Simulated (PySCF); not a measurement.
TlI: everyday levels beside a composite calculation

PySCF; the state is a singlet (closed shell). The composite is CCSD(T) extrapolated to the basis-set limit from two correlation-consistent sets, with core-valence (CV) and scalar-relativistic (SR) terms as its label shows; it has no spin–orbit coupling and nothing beyond (T). Here it is CCSD(T)/CBS(DT)+CV. It gives Re = 2.837 Å, ωe = 149 cm⁻¹ and De = 3.57 eV to Tl + I.

```
      level       basis                           relativity  Re (Å)  ωe (cm⁻¹)  De (eV)
        RHF  cc-pVDZ-PP  scalar-relativistic core potentials   2.924        139     2.50
        RHF    def2-SVP  scalar-relativistic core potentials   2.923        140     2.51
RHF-SCS-MP2    def2-SVP  scalar-relativistic core potentials   2.885        149     3.24
RHF-CCSD(T)  cc-pVDZ-PP  scalar-relativistic core potentials   2.888        149     3.22
        PBE    def2-SVP  scalar-relativistic core potentials   2.885        146     3.68
       BP86  cc-pVDZ-PP  scalar-relativistic core potentials   2.888        145     3.63
     r²SCAN    def2-SVP  scalar-relativistic core potentials   2.869        150     3.63
    r²SCANh    def2-SVP  scalar-relativistic core potentials   2.864        150     3.58
       PBE0    def2-SVP  scalar-relativistic core potentials   2.867        149     3.57
      HSE06    def2-SVP  scalar-relativistic core potentials   2.871        149     3.59
```

**Question.** Give the difference of each row from the composite.

**Answer.** 

```
      level       basis  ΔRe (pm)  Δωe (%)  ΔDe (eV)
        RHF  cc-pVDZ-PP      +8.7     -6.7     -1.07
        RHF    def2-SVP      +8.6     -6.0     -1.06
RHF-SCS-MP2    def2-SVP      +4.8     +0.0     -0.33
RHF-CCSD(T)  cc-pVDZ-PP      +5.1     +0.0     -0.35
        PBE    def2-SVP      +4.8     -2.0     +0.11
       BP86  cc-pVDZ-PP      +5.1     -2.7     +0.06
     r²SCAN    def2-SVP      +3.2     +0.7     +0.06
    r²SCANh    def2-SVP      +2.7     +0.7     +0.01
       PBE0    def2-SVP      +3.0     +0.0     +0.00
      HSE06    def2-SVP      +3.4     +0.0     +0.02
```

**Question.** Which rows come closest in De?

**Answer.** r²SCANh in def2-SVP (+0.01 eV); PBE0 in def2-SVP (+0.00 eV), counted from the composite.

Correlated steps freeze the inner cores (8 to 13 orbitals); shallow outer-core shells are correlated. Correlated levels converge slowly with the basis: in double zeta they bind strong bonds too weakly, by up to about 1 eV, and carry superposition errors of some tenths. These are scalar-relativistic numbers at best; spin–orbit coupling would shift them, the dissociation energy most. Where the molecule has an RHF reference, its open-shell atoms are computed with UHF.
